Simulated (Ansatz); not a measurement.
CH10BNSi2 can be A, `CB(N)[SiH2][SiH3]`, or B, `BN(C)[SiH2][SiH3]`.

Isolated molecules relaxed with PBE0-D4/def2-TZVP in Ansatz; ΔE leaves out vibrations. CCSD(T)/CBS is the MP2 limit (def2-TZVPP, def2-QZVPP) plus CCSD(T) − MP2 in def2-TZVPP, frozen cores. DFT in def2-TZVPP. B3LYP here is the variant with VWN-RPA as its local correlation; programs differ in this. Each species was taken in one conformer, which may not be the lowest.

A:

```xyz
15

C    -1.7785   -0.8441   -0.4394
B    -0.2209   -0.8261   -0.6509
N     0.3319   -1.1685   -1.8813
Si    1.0282   -0.2539    0.8399
Si    0.7709    2.0331    1.2696
H    -2.3388   -1.1588   -1.3257
H    -2.1423    0.1473   -0.1474
H    -2.0510   -1.5105    0.3856
H     1.3200   -1.1773   -2.0692
H    -0.2301   -1.4371   -2.6745
H     0.7418   -0.9756    2.1155
H     2.4667   -0.4944    0.5075
H    -0.6455    2.3336    1.6219
H     1.6331    2.5017    2.3896
H     1.1145    2.8307    0.0589
```

B:

Z-matrix (Å, degrees):
```
C
N 1 1.458
H 1 1.095 2 111.0
H 1 1.090 2 109.8 3 120.1
H 1 1.094 2 111.0 3 -119.9
Si 2 1.758 1 115.8 3 60.0
B 2 1.393 1 121.8 3 -120.0
Si 6 2.336 2 112.2 1 -180.0
H 6 1.492 2 108.4 1 -57.4
H 6 1.492 2 108.4 1 57.4
H 7 1.200 2 119.4 1 180.0
H 7 1.199 2 119.8 1 -0.0
H 8 1.486 6 111.3 2 61.3
H 8 1.486 6 111.3 2 -61.3
H 8 1.490 6 107.3 2 180.0
```

Task: Which is lower in electronic energy at CCSD(T)/CBS, and by how much? (An estimate is asked.)

Result: Computed: A, by 7.0 kcal/mol.

Task: Give E(B) − E(A) in kcal/mol with B2PLYP, ωB97M-V, B3LYP-D4, CCSD(T)/def2-TZVPP, B3LYP, r2SCAN-D4, MP2/def2-TZVPP. (An estimate is asked.)

Result: Computed: B2PLYP 7.0, ωB97M-V 7.1, B3LYP-D4 7.2, CCSD(T)/def2-TZVPP 6.7, B3LYP 8.3, r2SCAN-D4 10.0, MP2/def2-TZVPP 5.9. None reverses the order clearly.

Largest T1 diagnostic: 0.013.

In def2-TZVPP, CCSD(T) changes the Hartree–Fock value by +2.9 kcal/mol (the triples alone add +0.2 kcal/mol) and MP2 by +2.1 kcal/mol. From PBE to PBE0 (25 % exact exchange), in def2-TZVPP and without D4, E(B) − E(A) moves by −1.1 kcal/mol.
